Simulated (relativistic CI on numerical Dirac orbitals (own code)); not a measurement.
# Tc⁶⁺: 4s photoemission

Computed with this model: Dirac-Coulomb-Breit CI, separate exchange-only KLI orbitals for each configuration, model QED (radiative potential, 1s self-energy scaled to tabulated hydrogen-like ionisation energies), multiplet model of photoemission in the sudden approximation, unscaled Slater integrals; configurations [Kr] 4d → [Ar] 3d10 4s 4p6 4d; 80 K; Lorentzian 2.8 eV and Gaussian 0.6 eV FWHM. Energies are those of the free ion, without screening or charge transfer. The energies are binding energies and can lie tens of eV above those of solids. Without intra-shell correlation the exchange splitting of an s hole comes out too large, often by half or more. S is read from ⟨S²⟩ = S(S + 1).

Computed curve for free ion, scaled to 100 at the maximum (points under 2 are left out and the grid is thinned):

(Energy (eV), Intensity): (157.6, 2.1), (158.0, 2.3), (158.4, 2.5), (158.8, 2.7), (159.2, 3.0), (159.6, 3.2), (160.0, 3.6), (160.4, 3.9), (160.8, 4.4), (161.2, 4.9), (161.6, 5.5), (162.0, 6.2), (162.4, 7.0), (162.8, 8.1), (163.2, 9.4), (163.6, 11.0), (164.0, 13.1), (164.4, 15.8), (164.8, 19.4), (165.2, 24.3), (165.6, 31.1), (166.0, 40.4), (166.4, 53.2), (166.8, 69.4), (167.2, 86.8), (167.6, 99.2), (168.0, 100.0), (168.4, 89.0), (168.8, 72.8), (169.2, 57.7), (169.6, 46.5), (170.0, 39.3), (170.4, 35.5), (170.8, 34.6), (171.2, 35.7), (171.6, 37.6), (172.0, 37.8), (172.4, 34.8), (172.8, 29.4), (173.2, 23.6), (173.6, 18.6), (174.0, 14.8), (174.4, 12.0), (174.8, 9.9), (175.2, 8.3), (175.6, 7.1), (176.0, 6.1), (176.4, 5.3), (176.8, 4.7), (177.2, 4.2), (177.6, 3.8), (178.0, 3.4), (178.4, 3.1), (178.8, 2.8), (179.2, 2.6), (179.6, 2.4), (180.0, 2.2), (180.4, 2.0)

The ground state has S = 0.50, and the centroid lies at 168.73 eV.
